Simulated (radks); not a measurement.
Q: Li I, 3 electrons, occupied as [He] 2s1. Calculated with a radial shooting solver on a logarithmic mesh with Libxc functionals: scalar-relativistic Kohn-Sham, PBE, spin-polarised, spherical densities, finite nucleus; open shells are filled with parallel spins first; Fermi nuclear charge, rms radius 2.444 fm. Some entries of the table are withheld. Estimate them.

orbital,occ.,eigenvalue (eV),r(max) (bohr),<r> (bohr)
1s up,1,(1),0.3609,0.5819
1s down,1,(2),0.3612,0.5815
2s up,1,-3.2280,3.065,(3)

A: 
(1) 1s up eigenvalue (eV): -51.7414
(2) 1s down eigenvalue (eV): -51.5152
(3) 2s up <r> (bohr): 3.790
